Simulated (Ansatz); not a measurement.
C2H2, charge +1, doublet, geometry from GFN2-xTB (a state made from the parent by changing its charge; the spin is typed, not shown lowest); MP2/3-21G (Ansatz, a first-principles code).

The Ansatz input:
Ansatz 0.2 input:
```yaml
crystal:
  periodic: [false, false, false]
  atoms:
    - {symbol: C, position_ang: [-0.00551819, 0.03208200, 0.61232370]}
    - {symbol: C, position_ang: [-0.01710497, 0.04493818, -0.61130026]}
    - {symbol: H, position_ang: [0.05212052, -0.21358621, -1.66624117]}
    - {symbol: H, position_ang: [0.08361842, -0.24853489, 1.66010049]}
basis:
  gaussian:
    orbitals: 3-21G.json
total_charge: 1
magnetization: {spin_polarized: true, initial_magnetization: 1}
correlation: {method: mp2}
```
The basis file holds 3-21G in the JSON format of the Basis Set Exchange.

Q: What does Ansatz print? Leave out banner, timings and long lists.

A: 
```
Functional definition: HF
300 factors; integrals over basis functions are off by at most 9.4e-4 eV
mean field evaluation 1: about -2067.7760 eV, gradient 1.1e1 eV
mean field evaluation 2: about -2067.7825 eV, gradient 1.1e1 eV
mean field evaluation 4: about -2068.5681 eV, gradient 7.1e-1 eV
mean field evaluation 8: about -2068.5742 eV, gradient 1.2e-2 eV
mean field evaluation 16: about -2068.5335 eV, gradient 8.5e-3 eV
mean field evaluation 32: about -2068.5638 eV, gradient 1.6e-1 eV
mean field -2068.57424902 eV, -76.0187015214 hartree, gradient 8.8e-7 eV, S^2 0.754805; 8 other end points of the search recorded, 0 dependent functions left out
2 core orbitals not correlated
reference -2068.57424902 eV, -76.0187015214 hartree; 5, 4 occupied and 15, 16 virtual orbitals, 300 factors
second order -3.92342899 eV of doubles, -0.00000000 eV of singles
Total energy: -2072.49767801 eV, -76.1628848775 hartree
```
